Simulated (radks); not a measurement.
Results of a calculation; reference values are marked as such.
Ru3+, configuration [Kr] 4d5.

Level of theory: scalar-relativistic Kohn-Sham, SCAN, spin-polarised, spherical densities, finite nucleus; open shells are filled with parallel spins first (spin-orbit coupling, left out, can overturn this in heavy ions); meta-GGA in the generalised Kohn-Sham scheme; Fermi nuclear charge, rms radius 4.4809 fm (a radial shooting solver on a logarithmic mesh with Libxc functionals).

Energy parts (Ry):
part                        energy
total                  -9059.67493
kinetic                 9369.01079
electron-nucleus      -21749.23215
Hartree                 3587.39539
exchange-correlation    -266.84896

Orbitals (lengths in bohr, moments of r in powers of bohr; <r^-3> diverges for s and p1/2):
| orbital | occ. | eigenvalue (Ry) | <r^-3> |
|---|---|---|---|
| 1s up | 1 | -1618.295 | - |
| 1s down | 1 | -1618.295 | - |
| 2s up | 1 | -235.9677 | - |
| 2s down | 1 | -235.8978 | - |
| 2p up | 3 | -211.3578 | 3000 |
| 2p down | 3 | -211.3032 | 3001 |
| 3s up | 1 | -44.11173 | - |
| 3s down | 1 | -44.08355 | - |
| 3p up | 3 | -35.95090 | 517.0 |
| 3p down | 3 | -35.91447 | 516.2 |
| 3d up | 5 | -22.89764 | 69.37 |
| 3d down | 5 | -22.83050 | 69.29 |
| 4s up | 1 | -8.47368 | - |
| 4s down | 1 | -8.10939 | - |
| 4p up | 3 | -6.18829 | 78.72 |
| 4p down | 3 | -5.79610 | 81.36 |
| 4d up | 5 | -2.88851 | 6.839 |

The highest occupied level is 4d up at -39.300 eV. For comparison, the ionisation energy in NIST's Atomic Spectra Database is 45 eV (theoretical). In exact Kohn-Sham theory the highest level is minus the ionisation energy, but local and semilocal functionals leave it too shallow, through self-interaction and a potential that decays too fast; potentials with the right tail come closer. The density falls to 0.001 e/bohr^3 at r = 3.18 bohr.

Empty levels of this run are not shown, since the potential may be unsettled where no density lies.
